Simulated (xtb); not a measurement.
C₄H₁₀OSi, SMILES C=C(CC)[SiH2]O. All values are semi-empirical tight-binding results from xtb (GFN2-xTB unless named), good for trends rather than for accurate numbers. Geometry optimised at GFN2-xTB. This is a generated structure with no PubChem entry under its InChIKey; it may be hypothetical. One conformer was computed; it need not be the lowest.

Optimised geometry:

```xyz
16

C      0.3123     0.6680     1.4178
C      0.3210     0.0612     0.2377
C      1.5783    -0.4325    -0.4262
C      2.8787    -0.1750     0.3247
Si    -1.2757    -0.2649    -0.7258
O     -2.5805     0.3784     0.0024
H      1.2000     0.8598     1.9990
H     -0.6101     0.9995     1.8684
H      1.6387     0.0273    -1.4172
H      1.4646    -1.5083    -0.5917
H      3.7186    -0.5656    -0.2460
H      3.0337     0.8915     0.4728
H      2.8682    -0.6661     1.2950
H     -1.1197     0.2960    -2.0740
H     -1.6277    -1.6791    -0.7452
H     -2.6043     1.2964     0.2575
```

| Quantity | Result |
|---|---|
| orbital gap | 4.60 eV |
| dipole moment | 1.42 D |
| zero-point energy | 79.8 kcal/mol |
| G − E(el) at 298.15 K (modified RRHO) | 59.0 kcal/mol |
| static polarisability (D4 model) | 83.3 bohr³ |
| solvation energy, GFN2-xTB/ALPB(water) | -3.3 kcal/mol |
| solvation energy, GFN2-xTB/ALPB(ch2cl2) | -5.1 kcal/mol |

Computed atomic charges and the Wiberg bond orders between heavy atoms:
charges (e) C1 -0.09, C2 -0.10, C3 -0.06, C4 -0.10, Si5 0.51, O6 -0.48, H7 0.03, H8 0.02, H9 0.03, H10 0.03, H11 0.03, H12 0.04, H13 0.04, H14 -0.10, H15 -0.08, H16 0.30. Bond orders C1–C2 1.95, C2–C3 1.03, C3–C4 1.02, C2–Si5 0.87, Si5–O6 1.18.
